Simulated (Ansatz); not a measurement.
Consider the redistribution: `C[SiH2][SiH](F)F` + `BS[SiH2]C` → `BS[SiH2][SiH2]C` + `C[SiH](F)F`.

Calculated with Ansatz (gas phase, PBE0-D4/def2-TZVP geometries, no zero-point term in ΔE). CBS: MP2 limit from def2 TZ/QZ plus the TZ coupled-cluster correction, frozen cores. DFT in def2-TZVPP. B3LYP here is the variant with VWN-RPA as its local correlation; programs differ in this. One conformer a species, not always the lowest.

```
             level  ΔE (kcal/mol)  difference from CCSD(T)/CBS
            PBE-D4           -6.0                          0.4
         r2SCAN-D4           -6.4                          0.0
           PBE0-D4           -6.4                          0.0
          B3LYP-D4           -5.9                          0.5
           ωB97M-V           -6.1                          0.3
               PBE           -5.4                          1.0
              PBE0           -5.8                          0.6
             B3LYP           -4.9                          1.5
     HF/def2-TZVPP           -5.1                          1.3
    MP2/def2-TZVPP           -6.6                         -0.2
SCS-MP2/def2-TZVPP           -6.0                          0.4
   CCSD/def2-TZVPP           -6.2                          0.2
     HF/def2-QZVPP           -4.9                          1.5
      HF/CBS(def2)           -4.9                          1.5
     MP2/CBS(def2)           -6.5                         -0.1
    CCSD/CBS(def2)           -6.1                          0.3
       CCSD(T)/CBS           -6.4                            0
```

Largest T1 diagnostic among the species: 0.014.

The D4 term adds −1.0 kcal/mol with B3LYP and −0.6 kcal/mol with PBE0; it sums over pairs of atoms, weighted by their polarisabilities, and B3LYP, whose exchange is more repulsive, gets the larger term. In def2-TZVPP, CCSD(T) changes the Hartree–Fock value by −1.4 kcal/mol (the triples alone add −0.2 kcal/mol) and MP2 by −1.6 kcal/mol.
